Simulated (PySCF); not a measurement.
W(S)2(F)(OH) (FHOS2W), SMILES [OH][W]([F])(=[S])=[S], multiplicity 1.

Geometry: PBE-D3(BJ)/def2-SVP. The geometry has at least one imaginary mode, so it is a saddle point at that level. The multiplicity is an assumed one; other spin states were not compared. The def2 effective core potentials stand for the cores of W; spin–orbit coupling is left out. Other conformers were not sampled.

Computed with PBE-D3(BJ)/def2-SVP (PySCF).

Frequencies are harmonic and unscaled.

```json
[
 {"mode": "1", "ν (cm⁻¹)": "185i", "IR (km/mol)": "178.8", "moving atoms (share of kinetic energy)": "H 94 %"},
 {"mode": "2", "ν (cm⁻¹)": "166", "IR (km/mol)": "5.4", "moving atoms (share of kinetic energy)": "F 39 %, S 38 %, W 18 %"},
 {"mode": "3", "ν (cm⁻¹)": "184", "IR (km/mol)": "1.7", "moving atoms (share of kinetic energy)": "O 35 %, F 22 %, S 19 %, W 15 %, H 9 %"},
 {"mode": "4", "ν (cm⁻¹)": "190", "IR (km/mol)": "0.1", "moving atoms (share of kinetic energy)": "F 69 %, S 25 %"},
 {"mode": "5", "ν (cm⁻¹)": "191", "IR (km/mol)": "0.8", "moving atoms (share of kinetic energy)": "S 73 %, O 15 %"},
 {"mode": "6", "ν (cm⁻¹)": "211", "IR (km/mol)": "0.3", "moving atoms (share of kinetic energy)": "O 68 %, S 22 %"},
 {"mode": "7", "ν (cm⁻¹)": "489", "IR (km/mol)": "186.0", "moving atoms (share of kinetic energy)": "H 75 %, O 23 %"},
 {"mode": "8", "ν (cm⁻¹)": "533", "IR (km/mol)": "58.6", "moving atoms (share of kinetic energy)": "S 79 %, W 20 %"},
 {"mode": "9", "ν (cm⁻¹)": "535", "IR (km/mol)": "22.2", "moving atoms (share of kinetic energy)": "S 87 %, W 12 %"},
 {"mode": "10", "ν (cm⁻¹)": "681", "IR (km/mol)": "88.1", "moving atoms (share of kinetic energy)": "F 87 %, W 9 %"},
 {"mode": "11", "ν (cm⁻¹)": "738", "IR (km/mol)": "56.0", "moving atoms (share of kinetic energy)": "O 77 %, H 12 %, W 10 %"},
 {"mode": "12", "ν (cm⁻¹)": "3763", "IR (km/mol)": "310.6", "moving atoms (share of kinetic energy)": "H 94 %"}
]
```
